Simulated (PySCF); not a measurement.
**Electron correlation in Xe⁺ (xenon, charge +1)**

[Kr] 4d10 5s2 5p5, 2P determinant. Computed with PySCF 2.14 in dyall-av2z, with no relativity, point nucleus. Frozen: [Kr] 4d10; 7 electrons correlated; the 62 highest virtual orbitals of each spin left out.

| level | correlation energy (mhartree) |
| --- | --- |
| CCSD | -103.99 |
| (T) | -1.63 |
| CCSD(T) | -105.62 |

Diagnostics: T1 = 0.0060, D1 = 0.0212, largest double amplitude 0.047.

A non-relativistic calculation at this Z misses sizeable relativistic shifts.

Cost of the coupled-cluster step: of the order of 8 core-seconds, for 7 correlated electrons.

Iterations:

```
CC2 = 0
CCSD nocc = (np.int64(4), np.int64(3)), nmo = (45, 45)
frozen orbitals [[0, 1, 2, 3, 4, 5, 6, 7, 8, 9, 10, 11, 12, 13, 14, 15, 16, 17, 18, 19, 20, 21, 22, 68, 69, 70, 71, 72, 73, 74, 75, 76, 77, 78, 79, 80, 81, 82, 83, 84, 85, 86, 87, 88, 89, 90, 91, 92, 93, 94, 95, 96, 97, 98, 99, 100, 101, 102, 103, 104, 105, 106, 107, 108, 109, 110, 111, 112, 113, 114, 115, 116, 117, 118, 119, 120, 121, 122, 123, 124, 125, 126, 127, 128, 129], [0, 1, 2, 3, 4, 5, 6, 7, 8, 9, 10, 11, 12, 13, 14, 15, 16, 17, 18, 19, 20, 21, 22, 68, 69, 70, 71, 72, 73, 74, 75, 76, 77, 78, 79, 80, 81, 82, 83, 84, 85, 86, 87, 88, 89, 90, 91, 92, 93, 94, 95, 96, 97, 98, 99, 100, 101, 102, 103, 104, 105, 106, 107, 108, 109, 110, 111, 112, 113, 114, 115, 116, 117, 118, 119, 120, 121, 122, 123, 124, 125, 126, 127, 128, 129]]
max_cycle = 100
direct = 0
conv_tol = 1e-08
conv_tol_normt = 1e-06
diis_space = 8
diis_start_cycle = 0
Init t2, MP2 energy = -0.0904738039386892
Init E_corr(UCCSD) = -0.0904738039401284
cycle = 1  E_corr(UCCSD) = -0.101178121230024  dE = -0.0107043173  norm(t1,t2) = 0.0330156
cycle = 2  E_corr(UCCSD) = -0.103146670304569  dE = -0.00196854907  norm(t1,t2) = 0.0105087
cycle = 3  E_corr(UCCSD) = -0.104015232500491  dE = -0.000868562196  norm(t1,t2) = 0.00414002
cycle = 4  E_corr(UCCSD) = -0.103991900358817  dE = 2.33321417e-05  norm(t1,t2) = 0.000423396
cycle = 5  E_corr(UCCSD) = -0.103992753468309  dE = -8.53109492e-07  norm(t1,t2) = 9.46149e-05
cycle = 6  E_corr(UCCSD) = -0.103993049643529  dE = -2.9617522e-07  norm(t1,t2) = 2.01118e-05
cycle = 7  E_corr(UCCSD) = -0.103993046200266  dE = 3.44326329e-09  norm(t1,t2) = 5.49568e-06
cycle = 8  E_corr(UCCSD) = -0.103993052439858  dE = -6.2395925e-09  norm(t1,t2) = 1.24659e-06
cycle = 9  E_corr(UCCSD) = -0.103993046535085  dE = 5.9047732e-09  norm(t1,t2) = 2.40585e-07
UCCSD converged
E(UCCSD) = -7231.804406225683  E_corr = -0.1039930465350851
UCCSD(T) correction = -0.00163043950582436
```
